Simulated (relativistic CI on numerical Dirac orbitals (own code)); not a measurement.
## What each ingredient does to the levels of Ru VII

Base calculation: Dirac-Coulomb-Breit CI, KLI orbitals optimised for each configuration, model QED (radiative potential, 1s self-energy scaled to tabulated hydrogen-like ionisation energies), unscaled Slater integrals.

Configurations in the expansion (outside the closed core [Ar] 3d10): 4s2 4p6 4d2, 4s2 4p6 4d 5s, 4s2 4p6 4d 4f, 4s2 4p5 4d3, 4s2 4p6 4d 5p, 4s2 4p6 4f2, 4s2 4p6 4d 5d, 4s2 4p6 5s2, 4s 4p6 4d3, 4s2 4p6 4d 6s, 4s2 4p5 4d2 4f, 4s2 4p6 4d 6p, 4s2 4p6 5s 5p, 4s2 4p6 4d 5f, 4s2 4p6 4d 6d, 4s2 4p6 4d 5g, 4s2 4p6 4d 7s, 4s2 4p6 4d 7p, 4s2 4p6 5p2, 4s2 4p6 4f 5s, 4s2 4p6 4d 6f, 4s2 4p5 4d2 5s, 4s 4p6 4d2 4f, 4s2 4p6 4f 5p, 4s2 4p5 4d2 5p, 4s2 4p5 4d2 5d, 4s2 4p5 4d2 6s, 4s2 4p5 4d2 6p, 4p6 4d4, 4p5 4d5. Double excitations out of closed p, d and f shells are left out; levels of such configurations are missing from the list, as are those of other unlisted configurations, and high levels can miss mixing partners. These lack a partner that the ground configuration has and come out too high: 4s2 4p5 4d2 4f, 4s2 4p5 4d2 5s, 4s 4p6 4d2 4f, 4s2 4p5 4d2 5p, 4s2 4p5 4d2 5d.

Variants: (1) valence Slater integrals scaled by 0.9; (2) configuration mixing switched off. Shifts of the energy above 4s2 4p6 4d2 3F_2, in cm⁻¹, for the lowest level and the first level of each name with at least 55 % of one term (blank where a level changes its place among those of its configuration and J or its character, or is not in the variant):

| Level | Base | Δ(1) | Δ(2) |
| --- | --- | --- | --- |
| 4s2 4p6 4d2 3F_2 | 0.0 | 0.0 | 0.0 |
| 4s2 4p6 4d2 3F_3 | 2688.0 | +27.9 | -11.1 |
| 4s2 4p6 4d2 3F_4 | 5659.7 | +10.2 | -0.5 |
| 4s2 4p6 4d2 1D_2 | 15273.6 | -1184.2 | +873.3 |
| 4s2 4p6 4d2 3P_0 | 15629.9 | -1242.5 | +1479.2 |
| 4s2 4p6 4d2 3P_1 | 16761.0 | -1205.4 | +1471.9 |
| 4s2 4p6 4d2 3P_2 | 19966.0 | -1204.5 | +1156.1 |
| 4s2 4p6 4d2 1G_4 | 23377.3 | -1843.5 | +1144.5 |
| 4s2 4p6 4d2 1S_0 | 57395.0 | -5379.9 | -912.9 |
| 4s2 4p6 4d 5s 3D_1 | 197556.6 | -1727.4 | -5129.7 |
| 4s2 4p6 4d 5s 3D_2 | 198647.5 | -1766.5 | -5083.3 |
| 4s2 4p6 4d 5s 3D_3 | 201642.3 | -1723.6 | -5142.2 |
| 4s2 4p6 4d 5s 1D_2 | 206832.6 | -2269.5 | -4431.2 |
| 4s2 4p6 4d 5p 3D°_1 | 273648.6 | -1890.7 | -6920.7 |

At this charge configurations can still be misplaced by up to about 7 % of their energy. Terms inside the open d or f shell come out 10 to 20 % too wide with unscaled integrals.

Ionisation energy from the two ground configurations alone: base 93.03 eV; valence Slater integrals scaled by 0.9 92.91 eV. The NIST ASD value (theoretical) is 93 eV.

LS names give the leading component of a level, which can be under half, so a name can repeat, a term be missing and a line seem to break the LS rules.
